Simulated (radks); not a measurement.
The numbers below are computed, except where a source is named.
Question: All-electron atom: the palladium ion Pd37+ in [He] 2s2 2p5. Level of theory: scalar-relativistic Kohn-Sham, exchange-only LDA, spin-polarised, spherical densities, point nucleus; open shells are filled with parallel spins first (spin-orbit coupling, left out, can overturn this in heavy ions) (a radial shooting solver on a logarithmic mesh with Libxc functionals). Some entries of the table are withheld. Estimate them.

orbital,occ.,eigenvalue (eV),<1/r> (bohr^-1)
1s up,1,-26591.23,48.23
1s down,1,-26581.24,48.24
2s up,1,-5760.804,11.26
2s down,1,-5747.041,11.25
2p up,3,(1),10.87
2p down,2,(2),10.86

Answer: 
(1) 2p up eigenvalue (eV): -5441.010
(2) 2p down eigenvalue (eV): -5424.537
